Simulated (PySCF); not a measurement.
**Gas-phase thermal properties of SiBr2**

Energies from PySCF (xtb for GFN2), thermal terms from the rigid-rotor harmonic-oscillator model, ideal gas at 1 bar. The comparison is the NASA 1993 polynomial table, which mixes measured and estimated data. 6-31G* has spherical d functions here. All species are closed-shell singlets. B3LYP is the form with VWN-RPA correlation. Br: all electrons, no relativistic terms. The harmonic model lacks anharmonicity and excited electronic states, which grow with temperature; levels with a mode under 35 cm⁻¹ are left out. The table's entry may be an old estimate for SiBr2 (not checked at source).

```tsv
level	point group	σ	ZPE (kJ/mol)	S°298 (J/mol/K)	Cp298 (J/mol/K)	S°1000 (J/mol/K)	H1000 − H298 (kJ/mol)
table	-	-	-	305.2	53.6	373.4	39.8
B3LYP/6-31G*	C2v	2	5.4	306.7	53.8	374.9	39.8
GFN2-xTB	C2v	2	5.0	307.6	54.4	376.2	40.0
HF/6-31G*	C2v	2	5.8	304.4	53.2	372.4	39.7
PBE/def2-SVP	C2v	2	5.4	306.7	53.7	374.9	39.8
PBE0/def2-TZVP	C2v	2	5.6	305.5	53.5	373.6	39.8
```
σ: rotational symmetry number. Electronic degeneracy used: 1. Frequencies are unscaled.
